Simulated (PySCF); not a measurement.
## RuS(OH)2: from structure and modes to constants

These are results of UPBE/[Ru def2-SVP with ECP28, S def2-SVP, O def2-SVP, H def2-SVP], scalar-relativistic core potentials, density fitting, no spin–orbit coupling, PySCF, not measurements.

The triplet minimum has C2 symmetry. Masses (u): Ru 101.90435, S 31.97207, O 15.99492, H 1.00782.

```xyz
6
charge 0 multiplicity 3, angstrom
Ru    0.0000    0.0000   -0.2317
S     0.0000    0.0000    1.8563
O     1.6660    0.1035   -1.0466
O    -1.6660   -0.1035   -1.0466
H     2.1900   -0.7217   -1.1180
H    -2.1900    0.7217   -1.1180
```

Harmonic wavenumbers (cm⁻¹): 149.1 (b, ×1), 171.2 (a, ×1), 172.0 (b, ×1), 335.0 (a, ×1), 376.4 (b, ×1), 525.6 (a, ×1), 644.4 (a, ×1), 669.7 (b, ×1), 700.4 (a, ×1), 723.0 (b, ×1), 3652.6 (b, ×1), 3656.2 (a, ×1).

Find the principal moments of inertia and the rotational constants. What kind of rotor is it?

About the centre of mass I = 99.846, 154.53, 251.7 u Å². With B = 16.8576/I this gives 0.1688, 0.1091, 0.06697 cm⁻¹. The molecule is an asymmetric top with κ = -0.17.

What is the harmonic zero-point energy?

Half the sum of all 12 wavenumbers, 11776/2 = 5888 cm⁻¹, which is 70.4 kJ/mol (1 cm⁻¹ = 0.0119627 kJ/mol).

Find the vibrational entropy and heat capacity at 298.15 K.

With u = 1.43878 ω/T, each mode gives S = R[u/(eᵘ−1) − ln(1−e⁻ᵘ)] and C = R u² eᵘ/(eᵘ−1)².
| ω (cm⁻¹) | u | S (J/(mol K)) | C (J/(mol K)) |
| --- | --- | --- | --- |
| 149.1 | 0.720 | 11.23 | 7.96 |
| 171.2 | 0.826 | 10.13 | 7.86 |
| 172.0 | 0.830 | 10.10 | 7.85 |
| 335.0 | 1.616 | 5.17 | 6.72 |
| 376.4 | 1.816 | 4.41 | 6.36 |
| 525.6 | 2.536 | 2.50 | 4.99 |
| 644.4 | 3.110 | 1.59 | 3.93 |
| 669.7 | 3.232 | 1.44 | 3.72 |
| 700.4 | 3.380 | 1.28 | 3.47 |
| 723.0 | 3.489 | 1.17 | 3.29 |
| 3652.6 | 17.626 | 0.00 | 0.00 |
| 3656.2 | 17.643 | 0.00 | 0.00 |
The sums over all modes are S = 49.0 and C = 56.1 J/(mol K); the softest mode gives 23 % of the entropy.

Give the standard entropy (298.15 K, 1 bar) by its translational, rotational, vibrational and spin parts, and Cp.

Sackur–Tetrode with M = 167.88 u gives 172.8; rotation with symmetry number 2 gives 105.8; vibration 49.0; spin R ln 3 = 9.1. The total is 336.7 J/(mol K), and Cp = 4 R + 56.1 = 89.4 J/(mol K).

This need not be the most stable arrangement of these atoms. With open d or f shells other occupations or spin states may lie lower.
